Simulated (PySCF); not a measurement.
CHF2, SMILES F[CH]F (connectivity only; charge and spin as stated), charge +1, multiplicity 1.

Geometry: PBE0-D3(BJ)/def2-TZVP. The multiplicity is an assumed one; other spin states were not compared. The isomer is the one that the SMILES or the coordinates give; other isomers of the formula were not compared.

Level of theory: TDDFT-PBE/def2-TZVPD run with PySCF.

Vertical excitations. Gas-phase values at a fixed geometry. State labels are in the subgroup C2v.

```json
[
 {"state": "S1", "symmetry": "B1", "energy (eV)": "7.34", "λ (nm)": "169", "f": "0.005", "main pairs": "HOMO→LUMO 100 %"},
 {"state": "S2", "symmetry": "A2", "energy (eV)": "7.64", "λ (nm)": "162", "f": "0.000", "main pairs": "HOMO−1→LUMO 100 %"},
 {"state": "S3", "symmetry": "B2", "energy (eV)": "9.99", "λ (nm)": "124", "f": "0.114", "main pairs": "HOMO−2→LUMO 94 %"},
 {"state": "S4", "symmetry": "B1", "energy (eV)": "12.14", "λ (nm)": "102", "f": "0.004", "main pairs": "HOMO−4→LUMO 99 %"},
 {"state": "S5", "symmetry": "A2", "energy (eV)": "12.25", "λ (nm)": "101", "f": "0.000", "main pairs": "HOMO−5→LUMO 100 %"},
 {"state": "S6", "symmetry": "A1", "energy (eV)": "12.42", "λ (nm)": "100", "f": "0.045", "main pairs": "HOMO−3→LUMO 93 %"},
 {"state": "S7", "symmetry": "A1", "energy (eV)": "13.58", "λ (nm)": "91", "f": "0.133", "main pairs": "HOMO→LUMO+1 93 %"},
 {"state": "S8", "symmetry": "B2", "energy (eV)": "13.82", "λ (nm)": "90", "f": "0.007", "main pairs": "HOMO−1→LUMO+1 94 %"},
 {"state": "S9", "symmetry": "A1", "energy (eV)": "14.12", "λ (nm)": "88", "f": "0.048", "main pairs": "HOMO→LUMO+2 95 %"},
 {"state": "S10", "symmetry": "A2", "energy (eV)": "14.39", "λ (nm)": "86", "f": "0.000", "main pairs": "HOMO−2→LUMO+1 100 %"},
 {"state": "T1", "symmetry": "B1", "energy (eV)": "6.56", "λ (nm)": "189", "f": "0", "main pairs": "HOMO→LUMO 99 %"},
 {"state": "T2", "symmetry": "A2", "energy (eV)": "7.23", "λ (nm)": "171", "f": "0", "main pairs": "HOMO−1→LUMO 100 %"},
 {"state": "T3", "symmetry": "B2", "energy (eV)": "7.56", "λ (nm)": "164", "f": "0", "main pairs": "HOMO−2→LUMO 100 %"},
 {"state": "T4", "symmetry": "A1", "energy (eV)": "9.49", "λ (nm)": "131", "f": "0", "main pairs": "HOMO−3→LUMO 99 %"}
]
```
Triplets are in the Tamm–Dancoff approximation, which puts them higher than full response would, so one can lie above its singlet here.
